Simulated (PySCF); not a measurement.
Several orderings of computed values.

All species are isolated and taken at one optimised geometry, non-relativistic unless stated; the electronic structure was computed with PySCF and density fitting.

Dipoles, sizes and rotational constants follow the conformer. The torsions of the flexible species, by atom-mapped SMILES:
- `[CH2:1]=[CH:2][c:3]1[cH:4][cH:5][c:6]([CH3:7])[c:8]([F:9])[p:10]1`: C1–C2–C3–C4 180°
- `[CH3:1][O:2][c:3]1[cH:4][c:5]([CH:6]2[CH2:7][CH2:8]2)[cH:9][cH:10][p:11]1`: C1–O2–C3–C4 -179°, C4–C5–C6–C7 -143°
- `[CH:1]#[C:2][CH2:3][P:4]([CH2:5][CH3:6])[CH:7]([CH3:8])[CH3:9]`: C2–C3–P4–C5 -51°, C3–P4–C5–C6 -71°, C3–P4–C7–C8 65°
- `[CH3:1][C:2](=[O:3])[NH:4][Si@@H:5]([SiH3:6])[SiH2:7][SiH3:8]`: C1–C2–N4–Si5 -177°, C2–N4–Si5–Si6 -12°, N4–Si5–Si7–Si8 19°
- `[CH2:1]=[CH:2][C:3](=[CH2:4])[C:5](=[CH2:6])[CH2:7][CH2:8][CH3:9]`: C1–C2–C3–C4 -173°, C2–C3–C5–C6 62°, C3–C5–C7–C8 69°, C5–C7–C8–C9 -177°
- `[CH2:1]=[CH:2][PH:3][c:4]1[cH:5][cH:6][cH:7][c:8]([F:9])[cH:10]1`: C1–C2–P3–C4 -121°, C2–P3–C4–C5 -74°
- `[CH3:1][NH:2][SiH2:3][C:4](=[O:5])[SiH2:6][SiH2:7][SiH3:8]`: C1–N2–Si3–C4 -174°, N2–Si3–C4–O5 6°, Si3–C4–Si6–Si7 -95°, C4–Si6–Si7–Si8 -104°
- `[CH3:1][c:2]1[cH:3][cH:4][cH:5][c:6](/[P:7]=[CH:8]\[F:9])[cH:10]1`: C5–C6–P7–C8 126°
- `[CH2:1]=[CH:2][P:3]([CH:4]([CH3:5])[CH3:6])[CH:7]1[CH2:8][CH2:9]1`: C1–C2–P3–C4 127°, C2–P3–C4–C5 166°, C2–P3–C7–C8 87°
- `[CH2:1]=[CH:2]/[CH:3]=[C:4](\[CH3:5])[c:6]1[cH:7][cH:8][cH:9][o:10]1`: C1–C2–C3–C4 180°, C3–C4–C6–C7 180°
- `[CH:1]#[C:2][P:3]([CH2:4][CH3:5])[C:6]([CH3:7])([CH3:8])[CH3:9]`: C2–P3–C4–C5 76°, C2–P3–C6–C7 53°

The conformers of `C=CC1CCP(C)CC1` and `CC(C)C1=CC[C@@H]2C[C@H]12` aren't listed.

Question: Rank by dipole moment, lowest first (PBE0/pcSseg-1 at GFN2-xTB geometries).
A. `COc1cc(C2CC2)ccp1`
B. `C=CC(=C)C(=C)CCC`
C. `c1cc(C=C)pc(c1C)F`
D. `C=CPC1=CC=CC(F)=C1`
E. `C#CCP(CC)C(C)C`
F. `[SiH2]([Si@@H](NC(C)=O)[SiH3])[SiH3]`

Answer: B (0.40 D), E (0.82 D), A (1.11 D), D (1.36 D), C (2.59 D), F (3.54 D).

Question: By how much do the two ends of that ranking differ?

Answer: By 3.14 D, between `CC(=O)N[Si@@H]([SiH3])[SiH2][SiH3]` and `C=CC(=C)C(=C)CCC`.

Question: Rank by smallest rotational constant, highest first (GFN2-xTB).
A. `C(P(CC#C)CC)(C)C`
B. `Cc1cccc(/P=C\F)c1`
C. `C=CPC1=CC=CC(F)=C1`
D. `C=CP(C(C)C)C1CC1`
E. `COC1=PC=CC(C2CC2)=C1`
F. `CN[SiH2]C(=O)[SiH2][SiH2][SiH3]`

Answer: A (0.836 GHz), D (0.742 GHz), B (0.640 GHz), C (0.577 GHz), E (0.462 GHz), F (0.336 GHz).

Question: Rank by HOMO–LUMO gap, lowest first (PBE0/pcSseg-1 at GFN2-xTB geometries).
A. `C1C[C@H]2[C@H](C2)C=1C(C)C`
B. `C#CCP(CC)C(C)C`
C. `CC(=O)N[Si@@H]([SiH3])[SiH2][SiH3]`
D. `COc1cc(C2CC2)ccp1`
E. `C#CP(CC)C(C)(C)C`
F. `C=CPc1cccc(F)c1`
G. `C=C/C=C(\C)C1=CC=CO1`
H. `C=CC1CCP(C)CC1`

Answer: G (4.46 eV), D (5.24 eV), F (6.02 eV), C (6.28 eV), E (6.76 eV), H (6.99 eV), A (7.11 eV), B (7.39 eV).

Question: Rank by HOMO energy, highest first (PBE0/pcSseg-1 at GFN2-xTB geometries).
A. `[Si@H]([SiH2][SiH3])(NC(C)=O)[SiH3]`
B. `C=CC1CCP(C)CC1`
C. `C=C/C=C(\C)c1ccco1`
D. `C=CPc1cccc(F)c1`
E. `C#CCP(CC)C(C)C`
F. `COC1=PC=CC(C2CC2)=C1`

Answer: C (-5.74 eV), F (-6.37 eV), B (-6.52 eV), E (-6.65 eV), D (-6.80 eV), A (-7.45 eV).

Question: By how much do the two ends of that ranking differ?

Answer: By 1.71 eV, between `C=C/C=C(\C)c1ccco1` and `CC(=O)N[Si@@H]([SiH3])[SiH2][SiH3]`.
